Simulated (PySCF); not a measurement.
CH₅BClN.

```xyz
9

B     -0.0878    -0.4165     0.0000
Cl     0.1462     1.3680     0.0000
C      1.1751    -1.3521     0.0000
H      1.8047    -1.1445     0.8817
H      0.9248    -2.4252     0.0000
H      1.8047    -1.1445    -0.8817
N     -1.4001    -0.8858     0.0000
H     -1.6242    -1.8736     0.0000
H     -2.2061    -0.2719     0.0000
```

The structure is a stationary point at B3LYP-D3(BJ)/def2-SVP. One conformer was computed; it need not be the lowest.

The numbers are results of B3LYP/pcSseg-1 run with PySCF, not measurements. Non-relativistic, no solvent.

Computed absolute GIAO shielding of each atom: isotropic value and principal components (ppm):
| atom | σ(iso) | σ11 | σ22 | σ33 | span |
|---|---|---|---|---|---|
| B1 | 55.1 | 17.8 | 56.1 | 91.3 | 73.5 |
| Cl2 | 835.8 | 621.2 | 922.0 | 964.1 | 342.9 |
| C3 | 173.5 | 163.5 | 167.6 | 189.4 | 25.9 |
| H4 | 30.7 | 26.8 | 29.2 | 36.0 | 9.2 |
| H5 | 31.1 | 26.9 | 29.3 | 37.2 | 10.2 |
| H6 | 30.7 | 26.8 | 29.2 | 36.0 | 9.2 |
| N7 | 154.5 | 71.6 | 180.0 | 212.0 | 140.3 |
| H8 | 27.7 | 22.6 | 25.3 | 35.2 | 12.6 |
| H9 | 27.8 | 22.5 | 25.5 | 35.4 | 12.9 |
